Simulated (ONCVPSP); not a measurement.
## What the settings do to the ONCV potential of W

Base potential:

```
Element                 : tungsten
Generator               : ONCVPSP 4.0.1
Type                    : optimised norm-conserving Vanderbilt (ONCV)
Functional              : PBE
Relativity              : scalar-relativistic
Frozen core             : [Kr] 4d10 4f14 5s2
Valence charge          : 12
Reference configuration : 5p6 5d4 6s2
Partial waves           : 6s: rc 2.95 bohr, ncon 5, nbas 9, qcut 2 1/bohr, 3 projectors, debl 2.3 Ha; 5p: rc 1.60 bohr, ncon 3, nbas 7, qcut 7.2 1/bohr, 2 projectors, debl 0.4 Ha; 5d: rc 2.85 bohr, ncon 4, nbas 8, qcut 6.5 1/bohr, 2 projectors, debl 0.5 Ha
Local potential         : polynomial inside 1.20 bohr (lpopt 5, dvloc0 1 Ha)
Core correction         : Teter function, fcfact 5.75, rcfact 1.15
```

In the p channel the program set the typed energies aside and used -1.588, 0.250 Ha.

All-electron outer shells of the reference configuration (PBE, scalar-relativistic, ld1.x):

```tsv
shell	level (eV)	outermost node (bohr)	outermost maximum (bohr)
5p	-43.20	0.57	1.09
4f	-33.21	–	0.43
6s	-5.71	1.28	2.67
5d	-4.48	0.63	1.49
```

Cutoffs, loose and tight: the cutoffs (Ha) at which the residual kinetic energy of the hardest occupied pseudo-wave falls to 1 and 0.1 mHa per electron. They do not see the model core or the augmentation charge, which bear on the density cutoff. Test errors are all-electron minus pseudo excitation energies from the reference, over the configurations 5p6 5d4 6s1; 5p6 5d4 6s0; 5p6 5d3 6s0; 5p6 5d5 6s1. A dash means not determined; rows that change the core or the reference have their own tests.

A true bound ghost makes a file unfit for plane-wave use even where its test errors are small: the radial tests pick states by their node count and pass the ghost by.

| change | outcome | cutoff, loose | cutoff, tight | bound ghosts | GHOST(+) flags above zero | largest test error (meV) |
| --- | --- | --- | --- | --- | --- | --- |
| base | generated, projector energies reset by the program | 18 Ha | 23 Ha | s | s | -15 |
| p: rc 1.26 | generated, projector energies reset by the program | 27 Ha | 100 Ha | s | s | -15 |
| p: rc 1.36 | generated, projector energies reset by the program | 23 Ha | 74 Ha | s | s | -15 |
| p: rc 1.5 | generated, projector energies reset by the program | 20 Ha | 25 Ha | s | s | -15 |
| p: rc 1.82 | generated, projector energies reset by the program | 12 Ha | 23 Ha | s | s | -15 |
| p: rc 1.92 | generated, projector energies reset by the program | 12 Ha | 23 Ha | s | s | -15 |
| p: rc 2.04 | generated, projector energies reset by the program | 12 Ha | 23 Ha | s | s | -15 |
| p: rc 2.24 | generated, projector energies reset by the program | 12 Ha | 23 Ha | s | s | +15 |
| p: rc 2.32 | generated, projector energies reset by the program | 12 Ha | 23 Ha | s | s | +15 |

Task: What comes out with this change to the base: p: rc 1.12; local potential polynomial inside 1.12 bohr (lpopt 5, dvloc0 1 Ha)?

Result: outcome: generated, projector energies reset by the program; cutoff, loose: 45 Ha; cutoff, tight: 128 Ha; bound ghosts: s; GHOST(+) flags above zero: s; largest test error (meV): -15.

Task: What comes out with this change to the base: p: rc 1.64?

Result: outcome: generated, projector energies reset by the program; cutoff, loose: 16 Ha; cutoff, tight: 23 Ha; bound ghosts: s; GHOST(+) flags above zero: s; largest test error (meV): -15.

Reading the sweep of the p radius (base included, trends over the rows without a ghost): Bound ghosts are found at 1.12, 1.26, 1.36, 1.5, 1.6, 1.64, 1.82, 1.92, 2.04, 2.24, 2.32 bohr. Every judged row has one, so this setting neither creates nor removes them.
